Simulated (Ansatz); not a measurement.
[(Cl)3Ti]2S (Ti2SCl6). Charge 0, multiplicity 3. Geometry r2SCAN-D4/def2-SVP, that of the neutral singlet; atoms count from 1.

```csv
atom,x (Å),y (Å),z (Å)
Ti1,-1.553,0.834,0.008
Cl2,-1.631,1.556,2.052
Cl3,-3.552,0.791,-0.821
Cl4,-0.267,2.088,-1.213
S5,-0.813,-1.305,-0.049
Ti6,1.433,-1.026,-0.016
Cl7,2.249,-2.881,0.745
Cl8,2.184,-0.671,-2.019
Cl9,1.949,0.614,1.312
```

At PBE0-D4/def2-TZVP a singlet of charge 0 lies 2.75 eV below the triplet at the same geometry.

**Question.** Estimate the Mulliken populations from the PBE0/def2-TZVP orbitals of Ansatz.

**Answer.** 
```json
{"atom": "Ti1", "charge (e)": "0.93", "spin (α − β)": "0.47", "d electrons": "2.37"}
{"atom": "Cl2", "charge (e)": "-0.28", "spin (α − β)": "0.05", "d electrons": "–"}
{"atom": "Cl3", "charge (e)": "-0.29", "spin (α − β)": "0.01", "d electrons": "–"}
{"atom": "Cl4", "charge (e)": "-0.28", "spin (α − β)": "0.05", "d electrons": "–"}
{"atom": "S5", "charge (e)": "-0.17", "spin (α − β)": "0.83", "d electrons": "–"}
{"atom": "Ti6", "charge (e)": "0.93", "spin (α − β)": "0.47", "d electrons": "2.37"}
{"atom": "Cl7", "charge (e)": "-0.29", "spin (α − β)": "0.01", "d electrons": "–"}
{"atom": "Cl8", "charge (e)": "-0.28", "spin (α − β)": "0.05", "d electrons": "–"}
{"atom": "Cl9", "charge (e)": "-0.28", "spin (α − β)": "0.05", "d electrons": "–"}
```
Mulliken values and Mayer orders depend strongly on the basis.

**Question.** Where does the spin sit?

**Answer.** Summed by element: Ti 0.95, Cl 0.22, S 0.83, of 2 unpaired in all. Largest on single atoms: S5 0.83, Ti6 0.47, Ti1 0.47.

**Question.** And the Mayer bond orders between bonded heavy atoms (over 0.3)?

**Answer.** Ti1–Cl2 1.16 (2.17 Å); Ti1–Cl3 1.18 (2.16 Å); Ti1–Cl4 1.13 (2.17 Å); Ti1–S5 0.80 (2.26 Å); Ti1–Ti6 0.32 (3.52 Å); S5–Ti6 0.80 (2.26 Å); Ti6–Cl7 1.18 (2.16 Å); Ti6–Cl8 1.16 (2.17 Å); Ti6–Cl9 1.13 (2.17 Å).
